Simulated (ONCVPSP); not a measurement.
## Reading a pseudo-wave (Zn (Z = 30))

Columns: radius, all-electron u(r) and pseudo u(r) of the 3p shell (level -83.26 eV) of zinc in the configuration [Ne] 3s2 3p6 3d10 4s2; PBEsol, scalar-relativistic, ONCV scheme, ONCVPSP 4.0.1.

```tsv
r (bohr)	all-electron	pseudo
0.065	-0.4784	0.0397
0.130	-0.6655	0.1552
0.195	-0.3868	0.3325
0.260	0.0773	0.5432
0.325	0.5282	0.7564
0.390	0.8792	0.9515
0.455	1.1109	1.1140
0.520	1.2354	1.2259
0.585	1.2754	1.2717
0.650	1.2558	1.2553
0.715	1.1971	1.1968
0.780	1.1151	1.1148
0.845	1.0212	1.0210
0.910	0.9233	0.9231
0.975	0.8266	0.8264
1.040	0.7343	0.7342
1.105	0.6483	0.6482
1.170	0.5696	0.5695
1.235	0.4984	0.4983
1.300	0.4346	0.4345
1.365	0.3780	0.3779
1.430	0.3279	0.3279
1.495	0.2840	0.2839
1.560	0.2455	0.2455
1.625	0.2120	0.2119
1.690	0.1828	0.1827
```

Q: How many radial nodes do the two functions have?

A: The all-electron 3p function has n − l − 1 = 1; the pseudo-wave has 0, since the states of the same l below it are removed with the core.

Q: At about which radius was the pseudo-wave matched?

A: 0.70 bohr, where the columns begin to agree (steps of 0.07 bohr).

Q: Where does each function peak?

A: Outermost all-electron maximum near 0.58 bohr, pseudo maximum near 0.58 bohr (to the table’s step).

Q: Is the pseudo-wave norm-conserving?

A: Yes: the ONCV scheme keeps the norm inside the radius equal to the all-electron one, which fixes the energy derivative of the logarithmic derivative at the level.
